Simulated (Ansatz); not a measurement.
Cost and result up the ladder for Ge₁₂N (13 atoms). Total charge 0; doublet. Geometry: PBE-D4/def2-SVP.

| atom | x (Å) | y (Å) | z (Å) |
| --- | --- | --- | --- |
| N1 | 0.831 | -0.436 | -1.420 |
| Ge2 | 2.078 | 0.202 | -0.054 |
| Ge3 | -1.869 | 1.847 | -0.980 |
| Ge4 | 0.955 | -2.399 | -1.476 |
| Ge5 | 0.375 | 3.042 | -1.324 |
| Ge6 | -1.997 | 0.159 | 1.199 |
| Ge7 | 0.234 | 1.886 | 0.935 |
| Ge8 | -1.134 | -2.454 | 0.796 |
| Ge9 | 0.547 | -0.564 | 2.039 |
| Ge10 | -0.660 | 1.322 | 3.231 |
| Ge11 | 1.455 | -2.717 | 1.143 |
| Ge12 | 0.361 | 0.828 | -2.858 |
| Ge13 | -1.176 | -0.715 | -1.231 |

Ansatz; hardware A = 2 threads of AMD EPYC 7R13 on a shared host and a share (18 GiB) of an NVIDIA H100 80GB HBM3; B = 2 threads of AMD EPYC 7R13 on a shared host. Times are rough, and most runs start from the orbitals of an earlier one. PBE0-D4/def2-TZVP serves as the yardstick here, not as an exact answer. Differences are given only for rows in sets of like size (and for xTB, whose basis is part of the method), since another set adds its own error. Binding counts from free atoms at the same level (N quartet, Ge triplet; other spins of the atoms weren't run), without zero-point energy or a counterpoise term.

Correlated methods freeze 109 core orbitals; core or outer-core shells of Ge are correlated, in sets that lack core-valence functions. The rows differ in basis, and correlated rows in double-zeta sets carry the largest basis error. Single mean-field runs in def2-TZVP are fitted with def2-universal-jkfit. Another isomer (doublet) lies 0.15 eV lower at PBE0-D4/def2-TZVP; other spin states weren't run for this one.

Run but left out: MP2/def2-SVP (⟨S²⟩ 0.97, where a pure state has 0.75).

Correlated methods converge slowly with the basis, most of all in double-zeta sets.

```csv
level,functions,binding energy per atom (eV),difference from PBE0-D4/def2-TZVP (eV),remarks
r2SCAN-D4/def2-TZVP [A],607,3.32,0.02,–
HF/STO-3G [B],221,3.02,–,spin-contaminated (⟨S²⟩ 0.98)
revPBE-D4/def2-TZVP [A],607,3.34,0.04,–
RPA@PBE/def2-SVP [A],398,2.63,–,–
PBE0-D4/def2-TZVP [A],607,3.30,0.00,–
PBE-D4/def2-SVP [A],398,3.47,–,–
PBE0-D4/def2-SVP [A],398,3.27,–,–
PBE-D4/def2-TZVP (with forces) [A],607,3.48,0.19,–
```

**Question.** Estimate how long each takes.

**Answer.** PBE-D4/def2-SVP [A] 13 s; revPBE-D4/def2-TZVP [A] 15 s; r2SCAN-D4/def2-TZVP [A] 16 s; PBE-D4/def2-TZVP (with forces) [A] 16 s; PBE0-D4/def2-SVP [A] 20 s; PBE0-D4/def2-TZVP [A] 20 s; RPA@PBE/def2-SVP [A] 25 s; HF/STO-3G [B] 2.3 min. On shared hardware such times vary by a factor of up to 3.
